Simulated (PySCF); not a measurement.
## Which determinant of NaHg lies lowest?

Unrestricted PBE0; basis Na def2-SVPD, Hg def2-SVPD with ECP60; scalar-relativistic core potentials; PySCF 2.14. Outer shells of the fragments: Na 3s1; Hg 5d10 6s2.

Followed along the bond (rough minima from three points):

```
2Ms+1   unpaired  ⟨S²⟩ at the start  R at minimum (Å)  Te (eV)
    2        σ ↑               0.75              3.51     0.00
    4  σ ↑↑, π ↑               3.75              3.27     5.02
    2        π ↑               0.75  none in the scan   ≤ 1.35
```

Solutions found at the starting distance of 2.950 Å, counted from the lowest of them; the search is not exhaustive and high or unbound solutions are not listed, so other states can lie among these:

```csv
2Ms+1,unpaired,term,E (eV),⟨S²⟩,⟨Lz²⟩,μ (D)
2,σ ↑,²Σ⁺,0.00,0.75,0.00,0.18
2,π ↑,²Π,1.29,0.75,1.00,-2.75
4,"σ ↑↑, π ↑",⁴Π,5.01,3.75,1.01,-2.10
2,"σ ↑↑, π ↓",mixed,5.74,1.75,1.00,-1.46
4,σ ↑↑↑,⁴Σ⁺,5.84,3.75,0.00,5.06
4,"σ ↑, π ↑↑",⁴Σ⁻,6.14,3.75,0.00,-4.47
4,"σ ↑, π ↑↑",mixed,7.81,3.75,2.02,2.42
4,"σ ↑, π ↑, δ ↑",mixed,9.58,3.75,3.73,-2.77
4,"σ ↑, π ↑, δ ↑",mixed,9.71,3.75,5.00,-2.40
4,"σ ↑, π ↑↑",mixed,9.89,3.75,2.01,-2.91
```

A term symbol is given only where ⟨S²⟩ and ⟨Lz²⟩ are close to those of a pure state; real π, δ and φ orbitals otherwise mix terms. A positive dipole means Na(−)Hg(+).

Spin–orbit coupling is left out. Counting both spins, an empty level lies below a filled one in some of these solutions, because spin and occupation are held.
